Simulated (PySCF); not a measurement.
Ga(F)2(vinyl) (C2H3F2Ga), SMILES C=[CH][Ga]([F])[F]. Atoms are numbered in the order given.

```xyz
8

Ga    -0.0427    -0.3203     0.0000
F     -0.9687    -1.8064     0.0000
F      1.6884    -0.6032     0.0000
C     -0.7587     1.4729     0.0000
C      0.0666     2.5296     0.0000
H     -1.8434     1.6235     0.0000
H     -0.3137     3.5582     0.0000
H      1.1562     2.4185     0.0000
```
Charge 0, spin multiplicity 1.

Geometry optimised at B3LYP-D3(BJ)/def2-SVP. One conformer was computed; it need not be the lowest.

The numbers are results of IEF-PCM-M06-2X/def2-SVP (PySCF 2.14.0), not measurements.

The values are the electrostatic part of the solvation free energy, E(continuum) − E(gas) at the gas-phase geometry, in a cavity of scaled van der Waals radii (PySCF's table); cavitation and dispersion terms are not included. A continuum can't describe solvent molecules that bind to the metal. In vacuum the orbital gap is 9.12 eV. The dipole moment in vacuum is 3.59 D.

Computed values in water (ε = 78.36), ethylethanoate (ε = 5.99), methanol (ε = 32.61):
```
solvent             ε  ΔG(elec) (kcal/mol)  dipole (D)  gap (eV)
--------------  -----  -------------------  ----------  --------
water           78.36                 -8.5        4.06      9.12
ethylethanoate   5.99                 -6.6        3.98      9.12
methanol        32.61                 -8.3        4.05      9.12
```
